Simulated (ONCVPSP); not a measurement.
Before and after: ONCV potential for tantalum

ONCVPSP 4.0.1 input, shortened (lines: element, Z, core and valence counts, functional; n l f; lmax; l rc ep ncon nbas qcut; lloc lpopt rc5 dvloc0; l nproj debl; icmod fcfact rcfact), PBEsol, scalar-relativistic:

```
  Ta 73.00   11    3  -116133      upf
    1    0    2.00
    2    0    2.00
    2    1    6.00
    3    0    2.00
    3    1    6.00
    3    2   10.00
    4    0    2.00
    4    1    6.00
    4    2   10.00
    4    3   14.00
    5    0    2.00
    5    1    6.00
    5    2    3.00
    6    0    2.00
    2
    0    2.70    0.00    3    8    2.10
    1    2.10    0.00    3    6    5.80
    2    2.40    0.00    4    8    6.70
    4    5    1.65    4.00
    0    3    2.10
    1    1    1.10
    2    1    3.10
    3    4.00    1.80
```

Change: p: qcut 4.1.

Cutoffs: the cutoffs (Ha) at which the residual kinetic energy of the hardest occupied pseudo-wave falls to 1 and 0.1 mHa per electron; they do not see the model core or the augmentation charge, which bear on the density cutoff. Errors are all-electron minus pseudo energies relative to the spin-unpolarised reference configuration.

**Question.** How do hardness, ghosts and transferability respond?

**Answer.** The potential gets neither clearly harder nor softer (13 Ha and 25 Ha → 13 Ha and 27 Ha); the d channel sets the loose cutoff, while the largest relative change is in p, which becomes harder; the errors of the 4 common tests hardly move; the range in which the p phases agree widens (upper end 0.4 → at the end of the scan); neither file shows a bound ghost.

| quantity | base | changed |
| --- | --- | --- |
| cutoff, loose | 13 Ha | 13 Ha |
| cutoff, tight | 25 Ha | 27 Ha |
| loose cutoff by channel | s 4.6 Ha, p 11 Ha, d 13 Ha | s 4.6 Ha, p 13 Ha, d 13 Ha |
| bound ghosts | none | none |
| GHOST(+) flags under 300 eV | s at 114.3 eV | s at 114.3 eV |
| error for 5p6 5d3 6s1, meV [ΔE 8.51 eV] | -8.0 | -8.0 |
| error for 5p6 5d3 6s0, meV [ΔE 23.48 eV] | -74 | -74 |
| error for 5p6 5d2 6s0, meV [ΔE 47.09 eV] | -247 | -248 |
| error for 5p6 5d3.5 6s1.5, meV [ΔE 0.99 eV] | -5.8 | -6.0 |
| s: phases at 2.73 bohr within 0.05 rad from the reference energy up to (Ha; the scan ends near 5) | to the end of the scan | to the end of the scan |
| p: phases at 2.13 bohr within 0.05 rad from the reference energy up to (Ha; the scan ends near 5) | 0.4 | to the end of the scan |
| d: phases at 2.44 bohr within 0.05 rad from the reference energy up to (Ha; the scan ends near 5) | to the end of the scan | to the end of the scan |
| rms error of d²Exc/dni dnj with the model core, mHa | 2.44 | 2.43 |

Base: The cutoffs count occupied waves only; projector 3 of the s channel, the hardest unoccupied one, needs 46 Ha at the loose tolerance. Changed file: The cutoffs count occupied waves only; projector 3 of the s channel, the hardest unoccupied one, needs 46 Ha at the loose tolerance.
